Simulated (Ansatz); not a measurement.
Steps of a relaxation of CH$_{4}$FNOSi (`F[SiH]1NCO1`) with RKS PBE0-D4/def2-TZVP.

```sh
$ ansatz run in.yaml --threads 2 --pin off --events-out ev --progress --plain --max-ram 4352MiB
```

```yaml
crystal:
  periodic: [false, false, false]
  atoms:
    - {symbol: F, position_ang: [-1.419978, -0.067845, -1.957539]}
    - {symbol: Si, position_ang: [-1.067722, 0.180955, -0.380985]}
    - {symbol: N, position_ang: [0.494954, 0.814946, 0.001131]}
    - {symbol: C, position_ang: [0.849928, -0.498460, 0.556691]}
    - {symbol: O, position_ang: [-0.427165, -1.166280, 0.429040]}
    - {symbol: H, position_ang: [-2.311568, 0.780872, 0.175728]}
    - {symbol: H, position_ang: [1.184433, 1.408906, -0.459069]}
    - {symbol: H, position_ang: [1.643760, -1.038146, -0.014562]}
    - {symbol: H, position_ang: [1.141759, -0.461147, 1.632465]}
basis:
  gaussian: {orbitals: def2-TZVP}
hamiltonian: {xc: pbe0, dispersion: d4}
relax: {f_tol: 0.005, max_steps: 150}
```

Positions (Å) and forces (eV/Å) along the path, 8 of 8 steps:

```xyz
9
step=1 energy=-15228.8408 eV
F    -1.420   -0.068   -1.958    0.300    0.218    1.363
Si   -1.068    0.181   -0.381    0.668   -0.710   -0.514
N     0.495    0.815    0.001   -0.280   -0.103   -0.298
C     0.850   -0.498    0.557    0.346   -0.214    0.182
O    -0.427   -1.166    0.429   -0.110    1.089   -0.536
H    -2.312    0.781    0.176    0.304   -0.135   -0.129
H     1.184    1.409   -0.459   -0.481   -0.469    0.280
H     1.644   -1.038   -0.015   -0.515    0.301    0.253
H     1.142   -0.461    1.632   -0.232    0.023   -0.602
9
step=2 energy=-15228.9134 eV
F    -1.403   -0.067   -1.937    0.187    0.135    0.844
Si   -1.057    0.178   -0.378    0.448   -0.535   -0.382
N     0.489    0.813    0.005   -0.245   -0.057   -0.117
C     0.848   -0.496    0.555    0.057   -0.078    0.057
O    -0.426   -1.156    0.425   -0.175    0.574   -0.330
H    -2.288    0.774    0.172    0.066   -0.027   -0.019
H     1.170    1.394   -0.458   -0.111   -0.120    0.056
H     1.624   -1.029   -0.019   -0.159    0.104    0.085
H     1.132   -0.457    1.618   -0.068    0.004   -0.194
9
step=3 energy=-15228.9396 eV
F    -1.385   -0.065   -1.909   -0.012   -0.008   -0.072
Si   -1.045    0.171   -0.376    0.009   -0.016    0.032
N     0.485    0.813    0.003    0.002    0.088   -0.010
C     0.843   -0.493    0.553    0.017    0.000   -0.001
O    -0.430   -1.147    0.413   -0.023   -0.037    0.011
H    -2.272    0.766    0.174   -0.011    0.011    0.027
H     1.162    1.387   -0.465    0.008   -0.019    0.002
H     1.613   -1.022   -0.020    0.012   -0.011    0.004
H     1.118   -0.456    1.611    0.000   -0.007    0.009
9
step=4 energy=-15228.9399 eV
F    -1.386   -0.065   -1.911   -0.001    0.004   -0.002
Si   -1.045    0.171   -0.377    0.003   -0.015   -0.009
N     0.485    0.815    0.002   -0.014    0.037    0.005
C     0.842   -0.493    0.553    0.015   -0.004    0.000
O    -0.430   -1.148    0.411   -0.016   -0.011   -0.001
H    -2.271    0.766    0.177    0.002    0.001    0.009
H     1.163    1.386   -0.466    0.011   -0.012   -0.006
H     1.614   -1.022   -0.018    0.003    0.000    0.001
H     1.116   -0.456    1.612   -0.003    0.001    0.003
9
step=5 energy=-15228.9400 eV
F    -1.387   -0.061   -1.911    0.003    0.005   -0.005
Si   -1.045    0.172   -0.377   -0.004   -0.028   -0.013
N     0.484    0.816    0.004   -0.009    0.025    0.022
C     0.842   -0.492    0.554    0.007   -0.003   -0.008
O    -0.429   -1.149    0.409   -0.016   -0.015    0.007
H    -2.272    0.763    0.179    0.004    0.006    0.012
H     1.165    1.379   -0.471    0.017    0.019   -0.023
H     1.616   -1.018   -0.016    0.001   -0.007    0.002
H     1.113   -0.456    1.613   -0.004   -0.001    0.007
9
step=6 energy=-15228.9402 eV
F    -1.387   -0.058   -1.912    0.002    0.003    0.003
Si   -1.044    0.171   -0.377   -0.007   -0.009   -0.012
N     0.484    0.818    0.004    0.010   -0.003    0.019
C     0.842   -0.491    0.554    0.006    0.001    0.002
O    -0.429   -1.151    0.407   -0.007    0.000   -0.001
H    -2.270    0.761    0.183    0.002    0.001    0.002
H     1.166    1.376   -0.476   -0.003    0.009   -0.014
H     1.618   -1.017   -0.014   -0.002   -0.001    0.001
H     1.110   -0.455    1.614   -0.001    0.000    0.000
9
step=7 energy=-15228.9400 eV rejected
F    -1.381   -0.052   -1.914    0.010    0.001   -0.005
Si   -1.043    0.171   -0.377   -0.021   -0.005    0.047
N     0.484    0.821    0.013   -0.050   -0.005   -0.005
C     0.841   -0.491    0.557    0.002   -0.004   -0.020
O    -0.430   -1.150    0.407    0.021    0.004    0.001
H    -2.270    0.758    0.184    0.004    0.000   -0.009
H     1.158    1.368   -0.491    0.049    0.010   -0.005
H     1.617   -1.013   -0.013    0.001   -0.004   -0.001
H     1.111   -0.459    1.617   -0.017    0.004   -0.002
9
step=8 energy=-15228.9403 eV
F    -1.384   -0.054   -1.913    0.002    0.000   -0.001
Si   -1.044    0.171   -0.377   -0.001   -0.001    0.004
N     0.484    0.820    0.008    0.002    0.001   -0.001
C     0.842   -0.491    0.555   -0.002    0.001    0.001
O    -0.429   -1.151    0.406   -0.003    0.000   -0.001
H    -2.271    0.760    0.184    0.001   -0.001    0.000
H     1.163    1.372   -0.484   -0.001   -0.001   -0.001
H     1.618   -1.015   -0.013    0.000    0.002    0.001
H     1.109   -0.456    1.616    0.001   -0.001   -0.001
```

Run time 71 s (2 threads of an Arm Neoverse N1 on a shared host); peak host memory 0.41 GiB.
